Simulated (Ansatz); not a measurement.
`C=C[SiH](Cl)Br` + NH₃ → `C=C[SiH](N)Cl` + HBr at 400 K and 1 bar (ligand exchange at the Si–Br bond).

Gas-phase electronic energies from Ansatz, PBE0-D4/def2-TZVP geometries. CCSD(T)/CBS adds triple-zeta CCSD(T) − MP2 to the extrapolated MP2 energy (def2 sets, frozen cores). This one scheme is used for every species. For Br outer-core shells are correlated without core-valence functions, which leaves a few kJ/mol of doubt a bond. Scalar relativity is left out up to krypton. One conformer a species, not always the lowest.

```
         species  CCSD(T)/CBS energy (Eh)  H − E (kJ/mol)  S (J/(mol·K))
`C=C[SiH](Cl)Br`              -3400.77233           175.3          395.9
             NH₃                -56.50880           104.2          203.1
 `C=C[SiH](N)Cl`               -883.34911           243.6          385.3
             HBr              -2573.91920            27.6          207.2
```

H − E and S are ideal-gas, rigid-rotor, harmonic terms from PBE0-D4/def2-TZVP, for one conformer and one mirror image of each species. 1 Eh = 2625.50 kJ/mol, R = 8.31446 J/(mol·K).

Problem. By hand: ΔE, ΔH, ΔS and ΔG.

Solution. ΔE = (-883.34911) + (-2573.91920) − (-3400.77233) − (-56.50880) = 0.01282 Eh = 33.7 kJ/mol. Δ(H − E) = 243.6 + 27.6 − 175.3 − 104.2 = -8.3, so ΔH = 25.4 kJ/mol. ΔS = 385.3 + 207.2 − 395.9 − 203.1 = -6.5 J/(mol·K). ΔG = 25.4 − 400 × (-6.5)/1000 = 28.0 kJ/mol.

Problem. By hand: the equilibrium constant, and the temperature at which ΔG would vanish if ΔH and ΔS stayed fixed.

Solution. log₁₀ K = −ΔG/(RT ln 10) = -3.7. ΔH and −TΔS have one sign here, so there is no such temperature.

The number of gas molecules stays the same, so ΔS is small and ΔH decides. A doubt of 5 kJ/mol in ΔE shifts log₁₀ K by 0.7 here. Other conformers and mirror images would add mixing entropy, several J/(mol·K) or more a flexible species. These are equilibria of isolated gas molecules and say nothing of rates. Largest T1 diagnostic: 0.010 (customary marks: 0.02 for closed shells, 0.045 for open ones).

ΔS is within the doubt of such terms, so its sign, and with it that verdict, could turn.
